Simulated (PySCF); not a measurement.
ClH₄NO₂Si, SMILES N[Si](O)(O)Cl.

Coordinates come from a PBE0-D3(BJ)/def2-SVP optimisation. The structure was generated by enumeration, and PubChem lists no compound with its InChIKey, so it may never have been made. The values are those of a single conformer.

Level of theory: PBE/def2-TZVP (PySCF).

Isolated molecule, no solvent.

```yaml
total_energy: -957.05504 hartree
highest_occupied_level: -6.53 eV
lowest_empty_level: -0.38 eV
orbital_gap: 6.15 eV
dipole_moment: 1.50 D
quadrupole, principal values (traceless, Buckingham form, about the centre of nuclear charge): -5.03, -1.27, 6.30 D·Å
mean_static_polarisability: 50.0 bohr³ (7.41 Å³)
polarisability_principal_values: 45.6, 49.3, 55.1 bohr³
```
